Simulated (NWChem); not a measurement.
Molecule: CuNH3F; SMILES [Cu](<-[NH3])[F]

```xyz
6

Cu     0.0000     0.0000     0.7580
F      0.0000     0.0000    -0.9894
N      0.0000     0.0000     2.6798
H      0.6749    -0.6638     3.0641
H     -0.9123    -0.2526     3.0640
H      0.2374     0.9164     3.0640
```
Atoms are numbered in this order, from 1.

All runs: NWChem. Pople sets run with spherical d functions. Structure relaxed at the PBE0/def2-SVP level. B3LYP is NWChem's, with the RPA form of VWN correlation. GIAO values for the isolated, static molecule; σ is the absolute isotropic shielding, δ = σ(reference) − σ with the isolated reference molecule computed at the same levels (19F: trichlorofluoromethane, 1H: tetramethylsilane, 15N: ammonia).

```json
[
 {"level": "B3LYP/6-31G*", "σ Cu1 (ppm)": "-1116.6", "δ F2 (ppm)": "-309.4", "δ N3 (ppm)": "-14.7", "δ H4 (ppm)": "0.46"},
 {"level": "BHandHLYP/pcSseg-1", "σ Cu1 (ppm)": "583.6", "δ F2 (ppm)": "-346.8", "δ N3 (ppm)": "-5.8", "δ H4 (ppm)": "1.57"},
 {"level": "PBE/pcSseg-1", "σ Cu1 (ppm)": "99.7", "δ F2 (ppm)": "-378.2", "δ N3 (ppm)": "6.2", "δ H4 (ppm)": "1.62"},
 {"level": "Hartree-Fock/6-31G*", "σ Cu1 (ppm)": "-160.4", "δ F2 (ppm)": "-276.6", "δ N3 (ppm)": "-27.1", "δ H4 (ppm)": "0.81"},
 {"level": "KT2/pcSseg-1", "σ Cu1 (ppm)": "176.6", "δ F2 (ppm)": "-376.8", "δ N3 (ppm)": "3.9", "δ H4 (ppm)": "1.57"}
]
```
